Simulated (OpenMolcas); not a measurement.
Computed levels of 4d6 in ions with 42 electrons, in cm-1 above 5D4.

```yaml
Program: OpenMolcas
Method: CASSCF
Basis: ANO-R2
Scalar_Hamiltonian: X2C, finite nucleus
Spin-orbit_coupling: RASSI with atomic mean-field integrals over the reference wave functions, term energies averaged over their components
```

Active space for each ion: 6 electrons in 5 orbitals (4d).

```json
{"Level": "5D3", "Ru2+": "1144", "Pd4+": "2024", "Ag5+": "2525"}
{"Level": "5D2", "Ru2+": "1857", "Pd4+": "3167", "Ag5+": "3882"}
{"Level": "5D1", "Ru2+": "2312", "Pd4+": "3930", "Ag5+": "4818"}
{"Level": "5D0", "Ru2+": "2532", "Pd4+": "4291", "Ag5+": "5255"}
{"Level": "3H6", "Ru2+": "17815", "Pd4+": "22140", "Ag5+": "24367"}
{"Level": "3H5", "Ru2+": "18222", "Pd4+": "22677", "Ag5+": "24947"}
{"Level": "3P2(1)", "Ru2+": "19017", "Pd4+": "23287", "Ag5+": "25482"}
{"Level": "3F4(1)", "Ru2+": "20280", "Pd4+": "25560", "Ag5+": "28389"}
{"Level": "3F3(1)", "Ru2+": "20733", "Pd4+": "25851", "Ag5+": "28490"}
```

**Question.** Estimate 5D0, 3H6, 3H5 for Rh3+ from its neighbours Ru2+ and Pd4+.

**Answer.** 5D0 is fine structure, which grows about as the fourth power of a screened charge, so the fourth roots are averaged: ((2532^0.25 + 4291^0.25) / 2)^4 = 3325. The calculation gives 3319, so the estimate is off by +0.2 %.
3H6 is another term, which grows about linearly with the charge: (17815 + 22140) / 2 = 19978. The calculation gives 20161, so the estimate is off by -0.9 %.
3H5 is another term, which grows about linearly with the charge: (18222 + 22677) / 2 = 20450. The calculation gives 20641, so the estimate is off by -0.9 %.

Mixed levels, with the weight of the term that names them: Ru2+ 3F4(1) (71 %), Rh3+ 3F4(1) (64 %), Pd4+ 3F4(1) (57 %), Ag5+ 3F4(1) (53 %).

Without dynamic correlation excited terms often stand tens of per cent too high (terms of higher spin than the ground term too low), and those without a measured partner can miss by more than the paired ones. Levels of configurations with an s electron are missing; early in the row they begin among the upper levels of the d shell and mix with terms of their name (holds for Ru2+). Levels of configurations outside the active space are missing.

A number in round brackets counts repeated terms of one configuration in the order of the reference energies.
